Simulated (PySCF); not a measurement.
C3H2N, doublet (typed; the unrestricted solution is spin-contaminated), at a GFN2-xTB geometry, with bond 6-3 at 1.25 times its length; HF/cc-pVDZ in PySCF.

The PySCF input:
```python
from pyscf import gto, scf

mol = gto.Mole()
mol.atom = '''
    C    -0.11313790   -1.67318767    0.00936735
    C     0.54855143   -0.55698381   -0.00507353
    C    -0.07279738    0.71679934   -0.00231842
    H     0.06167781   -2.72178733    0.01180423
    H     1.64421931   -0.48441128   -0.02072222
    N    -0.67494244    2.01480579    0.00005560
'''
mol.basis = 'cc-pvdz'
mol.spin = 1
mol.verbose = 4
mol.build()

mf = scf.UHF(mol)
mf.kernel()
mo_i, mo_e, stable_i, stable_e = mf.stability(internal=True, external=True, return_status=True, nroots=6, tol=1e-6)
print('internally stable:', stable_i, ' externally stable:', stable_e)
if not stable_i:
    umf = mf.copy()
    umf.scf_summary = {}
    umf.kernel(umf.make_rdm1(mo_i, mf.mo_occ))
```

It wrote (shortened):

```
PySCF version 2.14.0

[INPUT] verbose = 4
[INPUT] num. atoms = 6
[INPUT] num. electrons = 27
[INPUT] charge = 0
[INPUT] spin (= nelec alpha-beta = 2S) = 1
[INPUT] symmetry False subgroup None
[INPUT] Mole.unit = angstrom
[INPUT] Symbol           X                Y                Z      unit          X                Y                Z       unit  Magmom
[INPUT]  1 C     -0.113137900000  -1.673187670000   0.009367350000 AA   -0.213799645308  -3.161866451299   0.017701726013 Bohr   0.0
[INPUT]  2 C      0.548551430000  -0.556983810000  -0.005073530000 AA    1.036611967939  -1.052546856717  -0.009587582185 Bohr   0.0
[INPUT]  3 C     -0.072797380000   0.716799340000  -0.002318420000 AA   -0.137567110786   1.354554438869  -0.004381178842 Bohr   0.0
[INPUT]  4 H      0.061677810000  -2.721787330000   0.011804230000 AA    0.116554168863  -5.143432623011   0.022306761811 Bohr   0.0
[INPUT]  5 H      1.644219310000  -0.484411280000  -0.020722220000 AA    3.107124184621  -0.915404650850  -0.039159320493 Bohr   0.0
[INPUT]  6 N     -0.674942440000   2.014805790000   0.000055600000 AA   -1.275456361446   3.807431137288   0.000105068773 Bohr   0.0

nuclear repulsion = 78.6813827401477
number of shells = 26
number of NR pGTOs = 118
number of NR cGTOs = 66
basis = cc-pvdz
ecp = {}

******** <class 'pyscf.scf.uhf.UHF'> ********
method = UHF
initial guess = minao
damping factor = 0
level_shift factor = 0
DIIS = <class 'pyscf.scf.diis.CDIIS'>
diis_start_cycle = 1
diis_space = 8
diis_damp = 0
SCF conv_tol = 1e-09
SCF conv_tol_grad = None
SCF max_cycles = 50
direct_scf = True
direct_scf_tol = 1e-13
number electrons alpha = 14  beta = 13
Set gradient conv threshold to 3.16228e-05
init E= -169.19951402412

cycle= 1 E= -168.842433471959  delta_E= 0.357  |g|= 0.454  |ddm|= 1.79
cycle= 2 E= -168.797115294269  delta_E= 0.0453  |g|= 0.628  |ddm|= 0.797
cycle= 3 E= -168.989987934487  delta_E= -0.193  |g|= 0.0712  |ddm|= 0.498
cycle= 4 E= -168.996027843211  delta_E= -0.00604  |g|= 0.0275  |ddm|= 0.122
cycle= 5 E= -168.997554206552  delta_E= -0.00153  |g|= 0.0178  |ddm|= 0.0587
cycle= 6 E= -168.998625591787  delta_E= -0.00107  |g|= 0.0176  |ddm|= 0.0368
cycle= 7 E= -168.999062438512  delta_E= -0.000437  |g|= 0.0183  |ddm|= 0.0135
cycle= 8 E= -168.997280025805  delta_E= 0.00178  |g|= 0.0137  |ddm|= 0.0683
cycle= 9 E= -168.997162076124  delta_E= 0.000118  |g|= 0.0108  |ddm|= 0.0371
cycle= 10 E= -168.997626898072  delta_E= -0.000465  |g|= 0.00993  |ddm|= 0.0289
cycle= 11 E= -168.998207927505  delta_E= -0.000581  |g|= 0.00947  |ddm|= 0.0341
cycle= 12 E= -168.998717489654  delta_E= -0.00051  |g|= 0.00952  |ddm|= 0.0303
cycle= 13 E= -168.998737902872  delta_E= -2.04e-05  |g|= 0.00954  |ddm|= 0.00123
cycle= 14 E= -168.998615887839  delta_E= 0.000122  |g|= 0.00898  |ddm|= 0.011
cycle= 15 E= -168.998530401789  delta_E= 8.55e-05  |g|= 0.00648  |ddm|= 0.0509
cycle= 16 E= -168.99857697418  delta_E= -4.66e-05  |g|= 0.00458  |ddm|= 0.052
cycle= 17 E= -168.998637795292  delta_E= -6.08e-05  |g|= 0.00415  |ddm|= 0.025
cycle= 18 E= -168.998669245481  delta_E= -3.15e-05  |g|= 0.00429  |ddm|= 0.00613
cycle= 19 E= -168.998622480186  delta_E= 4.68e-05  |g|= 0.00366  |ddm|= 0.00754
cycle= 20 E= -168.998572056799  delta_E= 5.04e-05  |g|= 0.0021  |ddm|= 0.0192
cycle= 21 E= -168.998586357846  delta_E= -1.43e-05  |g|= 0.00171  |ddm|= 0.00807
cycle= 22 E= -168.998598420174  delta_E= -1.21e-05  |g|= 0.00151  |ddm|= 0.00643
cycle= 23 E= -168.99860536518  delta_E= -6.95e-06  |g|= 0.000954  |ddm|= 0.00671
cycle= 24 E= -168.998607342342  delta_E= -1.98e-06  |g|= 0.00075  |ddm|= 0.00591
cycle= 25 E= -168.998606650842  delta_E= 6.92e-07  |g|= 0.000646  |ddm|= 0.00342
cycle= 26 E= -168.998606308438  delta_E= 3.42e-07  |g|= 0.000606  |ddm|= 0.00164
cycle= 27 E= -168.998607008015  delta_E= -7e-07  |g|= 0.000633  |ddm|= 0.000933
cycle= 28 E= -168.998604542504  delta_E= 2.47e-06  |g|= 0.00052  |ddm|= 0.00304
cycle= 29 E= -168.99860399756  delta_E= 5.45e-07  |g|= 0.000477  |ddm|= 0.00179
cycle= 30 E= -168.998604024361  delta_E= -2.68e-08  |g|= 0.000481  |ddm|= 7.04e-05
cycle= 31 E= -168.99860387844  delta_E= 1.46e-07  |g|= 0.000468  |ddm|= 0.00039
cycle= 32 E= -168.998603861116  delta_E= 1.73e-08  |g|= 0.000468  |ddm|= 9.76e-05
cycle= 33 E= -168.998603897024  delta_E= -3.59e-08  |g|= 0.000467  |ddm|= 0.000268
cycle= 34 E= -168.998604184235  delta_E= -2.87e-07  |g|= 0.000483  |ddm|= 0.000484
cycle= 35 E= -168.998603205007  delta_E= 9.79e-07  |g|= 0.000429  |ddm|= 0.00156
cycle= 36 E= -168.998601724694  delta_E= 1.48e-06  |g|= 0.000335  |ddm|= 0.00244
cycle= 37 E= -168.998601056928  delta_E= 6.68e-07  |g|= 0.000174  |ddm|= 0.00268
cycle= 38 E= -168.998601130725  delta_E= -7.38e-08  |g|= 0.000121  |ddm|= 0.00106
cycle= 39 E= -168.998601207296  delta_E= -7.66e-08  |g|= 0.000104  |ddm|= 0.000765
cycle= 40 E= -168.998601235875  delta_E= -2.86e-08  |g|= 0.00011  |ddm|= 0.000181
cycle= 41 E= -168.998601215264  delta_E= 2.06e-08  |g|= 0.000106  |ddm|= 0.00019
cycle= 42 E= -168.99860116198  delta_E= 5.33e-08  |g|= 8.84e-05  |ddm|= 0.000454
cycle= 43 E= -168.998601131157  delta_E= 3.08e-08  |g|= 6.51e-05  |ddm|= 0.000345
cycle= 44 E= -168.99860112149  delta_E= 9.67e-09  |g|= 5.2e-05  |ddm|= 0.000323
cycle= 45 E= -168.998601121439  delta_E= 5.12e-11  |g|= 4.39e-05  |ddm|= 0.00025
cycle= 46 E= -168.998601127677  delta_E= -6.24e-09  |g|= 4.22e-05  |ddm|= 0.00018
cycle= 47 E= -168.998601131732  delta_E= -4.05e-09  |g|= 4.2e-05  |ddm|= 7.04e-05
cycle= 48 E= -168.998601134187  delta_E= -2.46e-09  |g|= 4.3e-05  |ddm|= 3.75e-05
cycle= 49 E= -168.998601131707  delta_E= 2.48e-09  |g|= 4.11e-05  |ddm|= 4.26e-05
cycle= 50 E= -168.998601127116  delta_E= 4.59e-09  |g|= 3.57e-05  |ddm|= 8.97e-05
SCF not converged.
SCF energy = -168.998601127116 after 50 cycles  <S^2> = 0.88921646  2S+1 = 2.1346817
uhf_internal: lowest eigs of H = [-0.24041046 -0.10860763 -0.10698388  0.11671097  0.11961915  0.12974603]
<class 'pyscf.scf.uhf.UHF'> wavefunction has an internal instability
uhf_real2complex: lowest eigs of H = [0.01483193 0.01707828 0.15739102 0.17495826 0.18926042 0.19248332]
<class 'pyscf.scf.uhf.UHF'> wavefunction is stable in the real -> complex stability analysis
uhf_external: lowest eigs of H = [-1.26792261e-01 -6.26787424e-02 -5.18362636e-02  1.62888794e-05
  1.81994279e-02  5.65304608e-02]
<class 'pyscf.scf.uhf.UHF'> wavefunction has an UHF/UKS -> GHF/GKS instability
internally stable: False  externally stable: False

******** <class 'pyscf.scf.uhf.UHF'> ********
method = UHF
initial guess = minao
damping factor = 0
level_shift factor = 0
DIIS = <class 'pyscf.scf.diis.CDIIS'>
diis_start_cycle = 1
diis_space = 8
diis_damp = 0
SCF conv_tol = 1e-09
SCF conv_tol_grad = None
SCF max_cycles = 50
direct_scf = True
direct_scf_tol = 1e-13
number electrons alpha = 14  beta = 13
Set gradient conv threshold to 3.16228e-05
init E= -169.042689263808
cycle= 1 E= -169.056587698245  delta_E= -0.0139  |g|= 0.0446  |ddm|= 0.142
cycle= 2 E= -169.060399276846  delta_E= -0.00381  |g|= 0.0302  |ddm|= 0.0681
cycle= 3 E= -169.062241670671  delta_E= -0.00184  |g|= 0.0205  |ddm|= 0.0487
cycle= 4 E= -169.063744683072  delta_E= -0.0015  |g|= 0.00851  |ddm|= 0.0632
cycle= 5 E= -169.064044934182  delta_E= -0.0003  |g|= 0.00278  |ddm|= 0.0366
cycle= 6 E= -169.064063933131  delta_E= -1.9e-05  |g|= 0.00156  |ddm|= 0.00652
cycle= 7 E= -169.064072230867  delta_E= -8.3e-06  |g|= 0.000665  |ddm|= 0.00527
cycle= 8 E= -169.064073834387  delta_E= -1.6e-06  |g|= 0.000296  |ddm|= 0.00238
cycle= 9 E= -169.064074102017  delta_E= -2.68e-07  |g|= 0.000124  |ddm|= 0.000934
cycle= 10 E= -169.064074148657  delta_E= -4.66e-08  |g|= 4.56e-05  |ddm|= 0.00041
cycle= 11 E= -169.064074153562  delta_E= -4.91e-09  |g|= 1.43e-05  |ddm|= 0.000151
cycle= 12 E= -169.064074153862  delta_E= -2.99e-10  |g|= 8.31e-06  |ddm|= 2.82e-05
Extra cycle  E= -169.064074153942  delta_E= -8.05e-11  |g|= 4.99e-06  |ddm|= 1.31e-05
converged SCF energy = -169.064074153942  <S^2> = 2.3158891  2S+1 = 3.2036786
```

Convergence was not reached.
